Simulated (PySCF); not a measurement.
Species: C8H8N (doublet state).
Atom-mapped SMILES: `[CH2:1]=[C:2]1[CH:3][C@@H:4]([CH2:5][C:6]#[N:7])[CH:8]=[CH:9]1` (hydrogens: H10, H11 on C1; H12 on C3; H13 on C4; H14, H15 on C5; H16 on C8; H17 on C9)

Geometry (GFN2-xTB, Å), atoms numbered from 1 in this order:
```xyz
17
C8H8N angstrom
C      2.9495    0.0898    0.2774
C      1.5902    0.2254    0.1738
C      0.6754   -0.6904   -0.3412
C     -0.7052   -0.1362   -0.2642
C     -1.6518   -1.0282    0.5739
C     -2.9709   -0.4582    0.6346
N     -4.0142    0.0081    0.6658
C     -0.4753    1.2119    0.3612
C      0.8208    1.4004    0.5998
H      3.5564    0.8741    0.6910
H      3.4463   -0.8034   -0.0558
H      0.9049   -1.6631   -0.7338
H     -1.1475   -0.0260   -1.2638
H     -1.7181   -2.0232    0.1255
H     -1.2585   -1.1246    1.5895
H     -1.2868    1.8861    0.5686
H      1.2779    2.2697    1.0371
```

The hyperfine couplings belong to this conformer and change with its torsions.

Computed, not measured: PySCF, UKS B3LYP, pcH-1 on C H N, non-relativistic, mean-field spin-orbit, GIAO. Geometry: GFN2-xTB, one conformer, isolated molecule. The geometry wasn't refined by DFT: couplings that depend on bond lengths, twists or pyramidal angles can differ widely from those at the functional's own minimum. The SCF solution wasn't tested for stability. ⟨S²⟩ is 0.784 where a pure state has 0.75.

Task: Predict the first-order ENDOR lines of H13, H12, H10, H11, H16, H17, H15 and H14 under fast tumbling at B = 1212.6 mT (Q band).

Result: ν± = |νn ± a/2|, one line for each electron-spin manifold; νn = |g_N| × 7.62259 MHz/T × B.

```tsv
nuclei	isotope	g_N	νn (MHz)	a_iso (MHz)	lower line (MHz)	upper line (MHz)
H13	1H	5.5857	51.63	59.24	22.01	81.25
H12	1H	5.5857	51.63	-42.84	30.21	73.05
H10	1H	5.5857	51.63	-40.37	31.44	71.81
H11	1H	5.5857	51.63	-38.66	32.30	70.96
H16	1H	5.5857	51.63	4.23	49.51	53.75
H17	1H	5.5857	51.63	-3.49	49.89	53.37
H15	1H	5.5857	51.63	-1.98	50.64	52.62
H14	1H	5.5857	51.63	-1.66	50.80	52.46
```

Task: Which pairs are centred on the nuclear Larmor frequency, and which on half the coupling?

Result: Centred on νn, since |a| < 2νn: H13, H12, H10, H11, H16, H17, H15 and H14. No pair has |a| > 2νn.

The Mulliken spin populations are largest on C3 (+0.70), C1 (+0.66), C2 (-0.25) and C8 (-0.08). The positive populations add up to 1.46 and the negative ones to -0.46, together 2S = 1. The angles at C3 add up to 360.0°, so it is planar; its axial dipolar tensor and the negative coupling of its proton fit spin in a p orbital normal to that plane.
